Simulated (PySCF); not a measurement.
## Two-dimensional NMR puzzle

Compound of formula C$_{4}$H$_{7}$NOSi. Correlations simulated from computed shifts and the bond graph:

HSQC (one-bond C–H):
| δH | δC |
| --- | --- |
| 2.87 | 44.4 |
| 1.74 | -2.4 |

COSY cross peaks (H two or three bonds apart, from the bond graph; peaks can be absent where the dihedral angle is near 90°):
| δH | δH |
| --- | --- |
| 4.33 | 1.74 |

HMBC (two and three bonds, from the bond graph):
| δH | δC |
| --- | --- |
| 4.33 | 240.1, 123.6, 44.4, -2.4 |
| 2.87 | 240.1 |
| 1.74 | 240.1, 123.6 |

Carbons without hydrogens: δ 240.1, 123.6.

- σ from GIAO-PBE0/pcSseg-1
- structure optimised with GFN2-xTB
- run in PySCF 2.14
- averaged over atoms made equivalent by symmetry, fast rotation or ring inversion, one computed conformer, relativity neglected, in vacuum

References, each an isolated molecule treated in the same way: TMS for ¹H (σref 31.72) and ¹³C (σref 186.93).

Exchangeable hydrogens are left out of these lists.

Q: Which molecule is this?

A: SMILES CC(=O)[SiH2]CC#N.

Structure with atom numbers: `[CH3:1][C:2](=[O:3])[SiH2:4][CH2:5][C:6]#[N:7]` (H(Xn): hydrogen on atom n).

- δC 240.1 is C2, a carbonyl carbon.
- δC 123.6 is C6, a nitrile carbon.
- δC 44.4 is C1, a methyl carbon α to a carbonyl (δH 2.87).
- δC -2.4 is C5, an sp3 CH2 bonded to Si, α to a nitrile (δH 1.74).
- HMBC from δH 4.33 reaches the proton-free carbons C2, C6.
- HMBC from δH 2.87 reaches the proton-free carbon C2.
- HMBC from δH 1.74 reaches the proton-free carbons C2, C6.
- COSY links 4.33–1.74.

This is the structure that produced the data.

Shifts are as computed. Against solution values, carbons near 30 ppm lie about +3 ppm off and those near 130 ppm about +5 ppm. Of 1309 compounds with measured shifts, 239 miss one by over three times the rms of a fit or turn the order of signals round; such compounds aren't used in these exercises.
